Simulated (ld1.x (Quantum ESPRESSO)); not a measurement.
# mercury, ultrasoft: configuration errors across variants

```json
{
 "Element": "Hg (Z = 80)",
 "Generator": "ld1.x (Quantum ESPRESSO) 7.5",
 "Type": "ultrasoft",
 "Functional": "PBE",
 "Relativity": "scalar-relativistic",
 "Frozen core": "[Xe] 4f14",
 "Valence charge": "12",
 "Reference configuration": "5d10 6s1.75 6p0.25",
 "Partial waves": "6s (bound): rcut 1.60, rcutus 2.00 bohr; 6s channel at 3.95 Ry: rcut 1.60, rcutus 2.00 bohr; 6p (bound): rcut 2.20, rcutus 2.80 bohr; 6p channel at 1.1 Ry: rcut 2.20, rcutus 2.80 bohr; 5d (bound): rcut 1.15, rcutus 1.45 bohr; 5d channel at 2.2 Ry: rcut 1.15, rcutus 1.45 bohr",
 "Local potential": "all-electron potential smoothed inside 1.15 bohr (lloc = -1)",
 "Core correction": "a·sin(br)/r model core inside 0.85 bohr",
 "Augmentation charge": "built from norm-conserving waves at rcut, not smoothed further"
}
```

All-electron excitation energies from the reference (eV): (1) 5d10 6s2 6p0 -1.456; (2) 5d10 6s1 6p0 9.232; (3) 5d10 6s0 6p0 28.207; (4) 5d10 6s1.5 6p0 2.901; (5) 5d10 6s0 6p1 16.642; (6) 5d10 6s0 6p2 11.120; (7) 5d8 6s0 6p0 113.490.

The overlap operator is not positive definite (basis up to 400 Ry) in “waves 6p (bound): rcut 2.20, rcutus 3.38 bohr; 6p channel at 1.1 Ry: rcut 2.20, rcutus 3.38 bohr”, “waves 6p (bound): rcut 2.20, rcutus 3.86 bohr; 6p channel at 1.1 Ry: rcut 2.20, rcutus 3.86 bohr”, “waves 6p (bound): rcut 2.20, rcutus 4.12 bohr; 6p channel at 1.1 Ry: rcut 2.20, rcutus 4.12 bohr”. Such files are unfit for use, however small their errors in these radial tests.

1 further variants failed, have other tests or too few solved ones, and are left out.

A true bound ghost makes a file unfit for plane-wave use even where its test errors are small: the radial tests pick states by their node count and pass the ghost by.

Errors AE − PS in meV (a dash: test not solved or not reliable):

| change | (1) | (2) | (3) | (4) | (5) | (6) | (7) | bound ghosts |
| --- | --- | --- | --- | --- | --- | --- | --- | --- |
| base | +0.4 | -6.8 | -30 | -1.7 | -12 | -9.0 | -336 | p, s |
| waves 6p (bound): rcut 2.20, rcutus 2.72 bohr; 6p channel at 1.1 Ry: rcut 2.20, rcutus 2.72 bohr | +0.4 | -6.8 | -30 | -1.7 | -12 | -9.0 | -336 | p, s |
| waves 6p (bound): rcut 2.20, rcutus 3.04 bohr; 6p channel at 1.1 Ry: rcut 2.20, rcutus 3.04 bohr | +0.4 | -6.8 | -30 | -1.7 | -12 | -9.0 | -336 | p, s |
| waves 6p (bound): rcut 2.20, rcutus 3.38 bohr; 6p channel at 1.1 Ry: rcut 2.20, rcutus 3.38 bohr | +0.4 | -6.8 | -30 | -1.7 | -12 | -8.9 | -336 | s (p not tested, overlap not positive) |
| waves 6p (bound): rcut 2.20, rcutus 3.86 bohr; 6p channel at 1.1 Ry: rcut 2.20, rcutus 3.86 bohr | +0.4 | -6.8 | -30 | -1.7 | -8.3 | -3.4 | -336 | s (p not tested, overlap not positive) |
| waves 6p (bound): rcut 2.20, rcutus 4.12 bohr; 6p channel at 1.1 Ry: rcut 2.20, rcutus 4.12 bohr | +0.4 | -6.8 | -30 | -1.7 | -14 | -9.6 | -336 | s (p not tested, overlap not positive) |

**Question.** Give the same row for: waves 6p (bound): rcut 2.16, rcutus 2.30 bohr; 6p channel at 1.1 Ry: rcut 2.16, rcutus 2.30 bohr.

**Answer.** +0.4, -6.8, -30, -1.7, -12, -9.0, -337; bound ghosts: p, s.
